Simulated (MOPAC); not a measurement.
A run for MOPAC: AM1 on Cl2H2Si (SMILES Cl[SiH2]Cl), a point of a bond scan (R = 1.617 Å).

```
AM1 1SCF PRECISE CHARGE=0 THREADS=1
Cl2H2Si

Cl    -1.67606876 1     0.43374004 1    -0.00367205 1
Si    -0.01146751 1    -0.76596349 1     0.02370896 1
Cl     1.68829371 1     0.38281595 1    -0.02160291 1
H     -0.01705301 1    -1.61873123 1     1.39758473 1
H     -0.03073375 1    -1.61675610 1    -1.17493812 1
```

The log:

```
*******************************************************************************
 **                                                                           **
 **                              MOPAC v23.2.5                                **
 **                                                                           **
 *******************************************************************************
 ** MOPAC's Digital Object Identifier: https://doi.org/10.5281/zenodo.6511958 **
 **                                                                           **
 ** Please cite the open-source release paper for use of this MOPAC version:  **
 ** J. E. Moussa and J. J. P. Stewart (2026)                                  **
 ** MOPAC: An open-source semiempirical molecular orbital program             **
 ** J. Open Source Softw., 11(119), 8025, https://doi.org/10.21105/joss.08025 **
 *******************************************************************************

                              AM1 CALCULATION RESULTS

 *******************************************************************************
 *  AM1        - The AM1 Hamiltonian to be used
 *
 *
 *
 *                 CHARGE ON SYSTEM = 0
 *
 *
 *
 *  PRECISE    - TIGHTER CRITERIA TO BE USED
 *  1SCF       - DO 1 SCF AND THEN STOP
 *  THREADS=1  - MULTI-THREADING NOT USED
 *  T=         - A TIME OF 172800.0 SECONDS REQUESTED
 *  DUMP=N     - RESTART FILE WRITTEN EVERY 7200.0 SECONDS REQUESTED
 *******************************************************************************
AM1 1SCF PRECISE CHARGE=0 THREADS=1
 Cl2H2Si

   ATOM   CHEMICAL          X               Y               Z
  NUMBER   SYMBOL      (ANGSTROMS)     (ANGSTROMS)     (ANGSTROMS)

     1      Cl         -1.67606876  *   0.43374004  *  -0.00367205  *
     2      Si         -0.01146751  *  -0.76596349  *   0.02370896  *
     3      Cl          1.68829371  *   0.38281595  *  -0.02160291  *
     4       H         -0.01705301  *  -1.61873123  *   1.39758473  *
     5       H         -0.03073375  *  -1.61675610  *  -1.17493812  *



          CARTESIAN COORDINATES

    NO.       ATOM           X           Y           Z

     1        Cl         -1.6761      0.4337     -0.0037
     2        Si         -0.0115     -0.7660      0.0237
     3        Cl          1.6883      0.3828     -0.0216
     4         H         -0.0171     -1.6187      1.3976
     5         H         -0.0307     -1.6168     -1.1749

  H: (AM1): M.J.S. DEWAR ET AL, J. AM. CHEM. SOC. 107 3902-3909 (1985)
 Si: (AM1): M.J.S.DEWAR, C. JIE, ORGANOMETALLICS, 6, 1486-1490 (1987).
 Cl: (AM1): M.J.S. DEWAR AND E. G. ZOEBISCH, THEOCHEM, 180, 1 (1988).

           Empirical Formula: H2 Cl2 Si  =     5 atoms



      MOLECULAR POINT GROUP   :   C2v


      RHF CALCULATION, NO. OF DOUBLY OCCUPIED LEVELS = 10


 -------------------------------------------------------------------------------
 AM1 1SCF PRECISE CHARGE=0 THREADS=1
 Cl2H2Si



     1SCF WAS SPECIFIED, SO BFGS WAS NOT USED
     SCF FIELD WAS ACHIEVED


                              AM1 CALCULATION
                                                       MOPAC v23.2.5 Linux




          FINAL HEAT OF FORMATION =        -76.39116 KCAL/MOL =    -319.62062 KJ/MOL


          COSMO AREA              =        114.15 SQUARE ANGSTROMS
          COSMO VOLUME            =        103.06 CUBIC ANGSTROMS

          IONIZATION POTENTIAL    =         11.411050 EV
          HOMO LUMO ENERGIES (EV) =        -11.411 -0.976
          NO. OF FILLED LEVELS    =         10
          MOLECULAR WEIGHT        =        101.0073         POINT GROUP:  C2v

          MOLECULAR DIMENSIONS (Angstroms)

            Atom       Atom       Distance
           Cl     3   Cl     1     3.36480
            H     4    H     5     2.57256
           Cl     1    H     4     2.02616


          SCF CALCULATIONS        =          1





   ATOM   CHEMICAL          X               Y               Z
  NUMBER   SYMBOL      (ANGSTROMS)     (ANGSTROMS)     (ANGSTROMS)

     1      Cl         -1.67606876  *   0.43374004  *  -0.00367205  *
     2      Si         -0.01146751  *  -0.76596349  *   0.02370896  *
     3      Cl          1.68829371  *   0.38281595  *  -0.02160291  *
     4       H         -0.01705301  *  -1.61873123  *   1.39758473  *
     5       H         -0.03073375  *  -1.61675610  *  -1.17493812  *

                             CARTESIAN COORDINATES

   1   Cl       -1.676068760     0.433740040    -0.003672050
   2   Si       -0.011467510    -0.765963490     0.023708960
   3   Cl        1.688293710     0.382815950    -0.021602910
   4    H       -0.017053010    -1.618731230     1.397584730
   5    H       -0.030733750    -1.616756100    -1.174938120


           Empirical Formula: H2 Cl2 Si  =     5 atoms



      MOLECULAR POINT GROUP   :   C2v


                  EIGENVALUES
 -37.36700 -37.19677 -17.74876 -15.26529 -15.01733 -14.68925 -12.77812 -12.50607
 -12.09296 -11.41105  -0.97602  -0.72640   0.38299   0.72993


              NET ATOMIC CHARGES AND DIPOLE CONTRIBUTIONS

  ATOM NO.   TYPE          CHARGE      No. of ELECS.   s-Pop       p-Pop
    1         Cl          -0.287100        7.2871     1.97954     5.30756
    2         Si           0.870704        3.1293     0.87106     2.25823
    3         Cl          -0.287100        7.2871     1.97954     5.30756
    4          H          -0.127559        1.1276     1.12756
    5          H          -0.168944        1.1689     1.16894
 DIPOLE           X         Y         Z       TOTAL
 POINT-CHG.    -0.029    -2.026     0.231     2.039
 HYBRID         0.003     0.227    -0.119     0.256
 SUM           -0.027    -1.799     0.112     1.803


          ATOMIC ORBITAL ELECTRON POPULATIONS

     Atom    s        px        py        pz
    1 Cl   1.97954   1.57817   1.75677   1.97262
    2 Si   0.87106   0.64074   0.75184   0.86566
    3 Cl   1.97954   1.56217   1.77299   1.97240
    4  H   1.12756
    5  H   1.16894

 **********************
 *                    *
 * JOB ENDED NORMALLY *
 *                    *
 **********************




 == MOPAC DONE ==
```

The run finished.

Cost: very roughly 0.020 core-seconds.
